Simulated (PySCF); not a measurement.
A structure optimised at PBE-D3(BJ)/def2-SVP, used in a PySCF frequency run:

```xyz
13

C     -0.0519    -1.0747    -0.6740
C     -0.0519    -1.0747     0.6740
C      0.1124     0.3203     1.2329
C     -0.1485     1.2225     0.0000
C      0.1124     0.3203    -1.2329
H     -0.1118    -1.9744    -1.3058
H     -0.1118    -1.9744     1.3058
H     -0.5729     0.5389     2.0794
H      1.1443     0.4530     1.6355
H     -1.2137     1.5340     0.0000
H      0.4602     2.1481     0.0000
H      1.1443     0.4530    -1.6355
H     -0.5729     0.5389    -2.0794
```

Question: Write its SMILES, formula and point group.

Answer: C1=CCCC1, C5H8, Cs

Question: What are its rotational constants (standard atomic weights)?

Answer: 7.2556, 7.1552, 3.9186 GHz
